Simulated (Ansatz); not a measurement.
`C[O][Ti]([Cl])([Se]C)[N](C)C`, relaxed with RKS PBE0-D4/def2-TZVP in Ansatz from a GFN2-xTB geometry. The force threshold is 0.005 eV/Å; the program also tests the step.

Total charge 0; spin multiplicity 1.

Start:

```xyz
21

C     2.615   -0.790   -0.214
O     1.528   -0.503    0.593
Ti   -0.128   -0.216    0.675
Cl   -1.140   -0.929    2.447
Se   -0.942   -1.426   -1.225
C    -0.650   -3.108   -0.202
N    -0.603    1.459    0.207
C     0.219    2.495   -0.367
C    -2.006    1.809    0.250
H     2.263   -1.153   -1.196
H     3.243   -1.563    0.253
H     3.227    0.112   -0.367
H    -0.642   -3.943   -0.899
H     0.309   -3.031    0.318
H    -1.467   -3.218    0.511
H     0.151    3.425    0.219
H    -0.099    2.720   -1.398
H     1.263    2.162   -0.385
H    -2.383    2.023   -0.764
H    -2.585    0.972    0.670
H    -2.172    2.704    0.871
```

| step | energy (eV) | largest force (eV/Å) | largest move (Å) |
| --- | --- | --- | --- |
| 1 | -108850.6276 | 2.087 | 0.000 |
| 2 | -108850.8941 | 1.077 | 0.195 |
| 3 | -108850.9330 | 0.125 | 0.126 |
| 4 | -108850.9389 | 0.108 | 0.059 |
| 5 | -108850.9418 | 0.096 | 0.060 |
| 6 | -108850.9442 | 0.106 | 0.088 |
| 7 | -108850.9456 | 0.139 | 0.071 |
| 8 | -108850.9468 | 0.138 | 0.037 |
| 9 | -108850.9482 | 0.121 | 0.061 |
| 10 | -108850.9490 | 0.101 | 0.051 |
| 11 | -108850.9497 | 0.082 | 0.068 |
| 12 | -108850.9501 | 0.074 | 0.028 |
| 13 | -108850.9506 | 0.038 | 0.026 |
| 14 | -108850.9509 | 0.014 | 0.031 |
| 15 | -108850.9510 | 0.027 | 0.039 |
| 16 | -108850.9511 | 0.018 | 0.021 |
| 17 | -108850.9511 | 0.004 | 0.021 |
| 18 | -108850.9512 | 0.007 | 0.019 |
| 19 | -108850.9512 | 0.007 | 0.018 |
| 20 | -108850.9512 | 0.006 | 0.016 |
| 21 | -108850.9512 | 0.005 | 0.008 |

End:

```xyz
21

C     2.780   -0.848   -0.022
O     1.597   -0.297    0.463
Ti   -0.149   -0.159    0.614
Cl   -0.937   -0.810    2.608
Se   -1.141   -1.496   -1.139
C    -0.698   -3.250   -0.369
N    -0.665    1.539    0.096
C     0.116    2.580   -0.520
C    -2.047    1.896    0.330
H     2.599   -1.365   -0.970
H     3.190   -1.560    0.702
H     3.517   -0.056   -0.187
H    -1.005   -4.005   -1.092
H     0.374   -3.335   -0.198
H    -1.238   -3.388    0.565
H     0.117    3.487    0.100
H    -0.296    2.847   -1.502
H     1.146    2.253   -0.655
H    -2.551    2.138   -0.614
H    -2.589    1.067    0.794
H    -2.121    2.763    0.997
```

It took 59 s on 6 threads of an AMD EPYC 7R13 on a shared host and a share of an NVIDIA H100 80 GB, with 1.2 GiB of host memory at the peak.
